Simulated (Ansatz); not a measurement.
Start from `C[SiH](O)C=O` and change one atom or group to get `O=C[SiH](O)[SnH3]`.

Ansatz, PBE0-D4/def2-TZVP geometries, multiplicity 1. Each molecule was computed in one conformer, which needn't be the lowest.

Elements past krypton have def2 core potentials.

| property | `C[SiH](O)C=O` |
| --- | --- |
| HOMO energy (PBE/def2-TZVPP) / eV | -5.67 |
| size of the dipole moment (PBE/def2-TZVPP) / D | 2.08 |
| HOMO energy (ωB97M-V/def2-TZVPP) / eV | -9.46 |
| HOMO–LUMO gap (PBE/def2-TZVPP) / eV | 2.86 |
| HOMO–LUMO gap (B3LYP/def2-TZVPP) / eV | 5.02 |
| LUMO energy (PBE0/def2-TZVPP) / eV | -1.66 |

Q: What does the change do to each property? (Best estimate.)

A: The calculation gave: 
| property | `O=C[SiH](O)[SnH3]` | shift |
| --- | --- | --- |
| HOMO energy (PBE/def2-TZVPP) / eV | -5.54 | 0.13 |
| size of the dipole moment (PBE/def2-TZVPP) / D | 2.82 | 0.74 |
| HOMO energy (ωB97M-V/def2-TZVPP) / eV | -9.18 | 0.28 |
| HOMO–LUMO gap (PBE/def2-TZVPP) / eV | 2.73 | -0.13 |
| HOMO–LUMO gap (B3LYP/def2-TZVPP) / eV | 4.77 | -0.25 |
| LUMO energy (PBE0/def2-TZVPP) / eV | -1.75 | -0.09 |

With PBE0 the HOMO rises by 0.20 eV and the LUMO falls by 0.09 eV, so the gap narrows by about 0.29 eV. PBE moves the HOMO by 0.13 eV and ωB97M-V by 0.28 eV. Dipoles are sizes alone; their direction can turn.

B3LYP here is the variant with VWN-RPA as its local correlation; programs differ in this.
